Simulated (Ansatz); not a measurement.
**Molecular dynamics of Li**

Input file:

```yaml
accuracy: low
crystal:
  lattice:
    - [7.094447, 0.0, 0.0]
    - [0.0, 7.094447, 0.0]
    - [0.0, 0.0, 7.094447]
  atoms:
    - { symbol: Li, position: [0.0, 0.0, 0.0] }
    - { symbol: Li, position: [0.5, 0.0, 0.0] }
    - { symbol: Li, position: [0.0, 0.5, 0.0] }
    - { symbol: Li, position: [0.0, 0.0, 0.5] }
    - { symbol: Li, position: [0.25, 0.25, 0.25] }
    - { symbol: Li, position: [0.5, 0.5, 0.0] }
    - { symbol: Li, position: [0.5, 0.0, 0.5] }
    - { symbol: Li, position: [0.75, 0.25, 0.25] }
    - { symbol: Li, position: [0.0, 0.5, 0.5] }
    - { symbol: Li, position: [0.25, 0.75, 0.25] }
    - { symbol: Li, position: [0.25, 0.25, 0.75] }
    - { symbol: Li, position: [0.5, 0.5, 0.5] }
    - { symbol: Li, position: [0.75, 0.75, 0.25] }
    - { symbol: Li, position: [0.75, 0.25, 0.75] }
    - { symbol: Li, position: [0.25, 0.75, 0.75] }
    - { symbol: Li, position: [0.75, 0.75, 0.75] }
basis:
  ecutwfc: 420.0
kpoints:
  mp_grid: { grid: [2, 2, 2] }
hamiltonian:
  xc: pbe
scf:
  occupations: { method: fermi_dirac, width: 0.16 }
  lower_state_search: "off"
md:
  timestep: 1
  n_steps: 600
  ensemble: nvt_langevin
  temperature: 300.0
  initial_velocities: maxwell_boltzmann
  seed: 325205
  friction: 0.02
  temperature_schedule: [{ n_steps: 600, end_temperature: 1800.0 }]
```

Command:

```bash
$ ansatz run input.yaml --threads 1 --pin off --max-ram 3072MiB --backend cpu --events-out ev --progress --plain --runs-dir out
```

It starts from a structure without forces on its atoms.

Output, in part (step lines):

```
md step     0: t =     0.00 fs  T =   281.2 K (target 300.0 K)  F+E_penalty+E_count = -3274.95476463 eV  E_kin = 0.581670 eV  (6 SCF iters)
md step     1: t =     1.00 fs  T =   290.7 K (target 301.2 K)  F+E_penalty+E_count = -3274.95391692 eV  E_kin = 0.601146 eV  (6 SCF iters)
md step     2: t =     2.00 fs  T =   302.2 K (target 303.8 K)  F+E_penalty+E_count = -3274.95134942 eV  E_kin = 0.624933 eV  (6 SCF iters)
md step     3: t =     3.00 fs  T =   321.9 K (target 306.2 K)  F+E_penalty+E_count = -3274.94702780 eV  E_kin = 0.665839 eV  (6 SCF iters)
md step     4: t =     4.00 fs  T =   333.7 K (target 308.8 K)  F+E_penalty+E_count = -3274.94081756 eV  E_kin = 0.690190 eV  (6 SCF iters)
md step     5: t =     5.00 fs  T =   289.9 K (target 311.2 K)  F+E_penalty+E_count = -3274.93305645 eV  E_kin = 0.599523 eV  (4 SCF iters)
md step     6: t =     6.00 fs  T =   300.5 K (target 313.8 K)  F+E_penalty+E_count = -3274.92401374 eV  E_kin = 0.621491 eV  (4 SCF iters)
md step     7: t =     7.00 fs  T =   276.0 K (target 316.2 K)  F+E_penalty+E_count = -3274.91367041 eV  E_kin = 0.570804 eV  (4 SCF iters)
[... lines left out ...]
md step   599: t =   599.00 fs  T =  2387.1 K (target 1796.2 K)  F+E_penalty+E_count = -3272.07185583 eV  E_kin = 4.936962 eV  (5 SCF iters)
md step   600: t =   600.00 fs  T =  2488.0 K (target 1798.8 K)  F+E_penalty+E_count = -3272.03951239 eV  E_kin = 5.145540 eV  (6 SCF iters)
```

The steps, from the saved trajectory:

```tsv
time (fs)	T (K)	potential energy less start (eV)
0.0	281	0.000
20.0	158	0.233
40.0	159	0.353
60.0	389	0.486
80.0	346	0.814
100.0	434	0.997
120.0	460	1.086
140.0	558	1.191
160.0	844	0.959
180.0	846	1.234
200.0	467	1.545
220.0	776	1.535
240.0	1023	1.887
260.0	832	2.285
280.0	889	1.973
300.0	1129	1.885
320.0	889	1.684
340.0	875	1.461
360.0	779	1.665
380.0	963	1.573
400.0	1115	1.711
420.0	701	1.957
440.0	1588	2.046
460.0	1380	2.415
480.0	1328	2.583
500.0	1663	2.745
520.0	1588	3.350
540.0	1427	4.186
560.0	1690	3.153
580.0	1159	3.714
600.0	2488	2.915
```

The run went to its last step. The schedule's set-point averaged 1425 K over the second half and the system 1307 K. A run of 0.6 ps of so small a system gives no equilibrium averages. Limits of this set-up: coarse k mesh, low accuracy level.

Mean squared displacements from the first frame to the last, about the centre of mass: Li 1.84 Å².

Last frame:

```xyz
16
Lattice="7.0944 0.0000 0.0000 0.0000 7.0944 0.0000 0.0000 0.0000 7.0944" Properties=species:S:1:pos:R:3
Li -0.263 0.036 0.712
Li 4.276 -1.412 1.318
Li 0.040 3.130 0.818
Li -0.722 0.082 4.728
Li 1.209 1.489 2.631
Li 3.113 3.541 3.309
Li 4.033 -0.535 4.184
Li 5.499 1.522 2.842
Li 1.239 3.059 4.906
Li 1.249 5.773 1.771
Li 2.343 0.900 6.001
Li 5.046 1.843 6.036
Li 5.809 4.184 3.413
Li 3.248 1.583 8.155
Li 1.443 5.763 5.611
Li 6.080 4.605 6.335
```

Time of the run: 9.8 min on 1 thread of AMD EPYC 9R05 (Zen 5), on a shared host, peak memory 0.6 GiB.
